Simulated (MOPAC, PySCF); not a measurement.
[Hf(SH)4], neutral singlet in the gas phase. 

Z-matrix (Å, degrees):
```
Hf
S 1 2.4375
H 2 1.3704 1 89.10
S 1 2.4378 2 108.92 3 -71.95
H 4 1.3704 1 89.00 2 -168.28
S 1 2.4379 2 108.69 3 167.57
H 6 1.3703 1 89.00 2 74.15
S 1 2.4383 2 110.47 3 47.92
H 8 1.3702 1 89.01 2 47.33
```
Charge 0, multiplicity 1.

All levels are single points at this geometry (BP86-D3(BJ)/def2-SVP); Pople sets use spherical d functions. Orbital energies aren't observables, and empty levels follow the basis.

```csv
level,HOMO (eV),LUMO (eV),gap (eV),dipole (D),"vertical IE, Delta-SCF (eV)"
B3LYP-D3(BJ)/def2-TZVP in PySCF,-7.62,-2.34,5.28,0.04,–
PBE-D3(BJ)/def2-TZVP in PySCF,-6.69,-2.96,3.73,0.04,–
TPSSh-D3(BJ)/def2-TZVP in PySCF,-7.27,-2.58,4.69,0.04,–
B3LYP/6-311+G** (LANL2DZ on Hf) in PySCF,-7.70,-2.64,5.06,0.05,–
B3LYP/6-31G* (LANL2DZ on Hf) in PySCF,-7.70,-2.62,5.08,0.05,9.50
B3LYP/LANL2DZ in PySCF,-7.95,-2.83,5.12,0.06,–
BP86/6-31G* (LANL2DZ on Hf) in PySCF,-6.89,-3.31,3.58,0.05,–
M06-2X/6-31G* (LANL2DZ on Hf) in PySCF,-9.12,-1.68,7.43,0.05,–
PBE/6-31G* (LANL2DZ on Hf) in PySCF,-6.80,-3.19,3.60,0.05,–
SVWN5/6-31G* (LANL2DZ on Hf) in PySCF,-6.89,-3.34,3.56,0.05,–
HF/6-31G* (LANL2DZ on Hf) in PySCF,-10.78,0.73,11.51,0.05,–
PM6 in MOPAC,-9.33,-2.42,6.91,0.02,–
PM7 in MOPAC,-9.50,-1.53,7.96,0.04,–
```
